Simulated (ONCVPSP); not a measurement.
# Cutoff test, Mn, ONCV

- Element: Mn (Z = 25)
- Generator: ONCVPSP 4.0.1
- Type: optimised norm-conserving Vanderbilt (ONCV)
- Functional: LDA (Perdew-Wang 92)
- Relativity: scalar-relativistic
- Frozen core: [Ne]
- Valence charge: 15
- Reference configuration: 3s2 3p6 3d5 4s2
- Partial waves: 3s+4s: rc 1.30 bohr, ncon 4, nbas 7, qcut 7.3 1/bohr, 3 projectors, debl 2.4 Ha; 3p: rc 1.25 bohr, ncon 4, nbas 9, qcut 8.7 1/bohr, 2 projectors, debl 2.6 Ha; 3d: rc 1.80 bohr, ncon 3, nbas 8, qcut 10.5 1/bohr, 1 projector
- Local potential: polynomial inside 0.90 bohr (lpopt 5, dvloc0 0 Ha)
- Core correction: Teter function, fcfact 2.25, rcfact 1.1

Q: For each optimised wave give the share of its norm inside rc, the residual kinetic energy above qcut (Ha) and the cutoffs (Ha) for errors of 10, 1, 0.1 and 0.01 mHa per electron.

A:

```json
{"wave": "3s", "norm inside rc": "0.909", "residual KE": "3.8e-04", "10 mHa": "15.9", "1 mHa": "23.6", "0.1 mHa": "61.2", "0.01 mHa": "78.8"}
{"wave": "4s", "norm inside rc": "0.035", "residual KE": "1.5e-04", "10 mHa": "6.4", "1 mHa": "20.2", "0.1 mHa": "28.3", "0.01 mHa": "76.7"}
{"wave": "s projector 3", "norm inside rc": "0.075", "residual KE": "9.3e-04", "10 mHa": "16.2", "1 mHa": "26.2", "0.1 mHa": "47.4", "0.01 mHa": "85.0"}
{"wave": "3p", "norm inside rc": "0.841", "residual KE": "1.5e-05", "10 mHa": "22.8", "1 mHa": "29.0", "0.1 mHa": "34.0", "0.01 mHa": "40.1"}
{"wave": "p projector 2", "norm inside rc": "0.086", "residual KE": "6.0e-06", "10 mHa": "19.9", "1 mHa": "26.7", "0.1 mHa": "32.2", "0.01 mHa": "37.0"}
{"wave": "3d", "norm inside rc": "0.829", "residual KE": "5.0e-08", "10 mHa": "30.1", "1 mHa": "36.5", "0.1 mHa": "41.6", "0.01 mHa": "46.0"}
```

The occupied waves need 37 Ha and 61 Ha for 1 and 0.1 mHa.
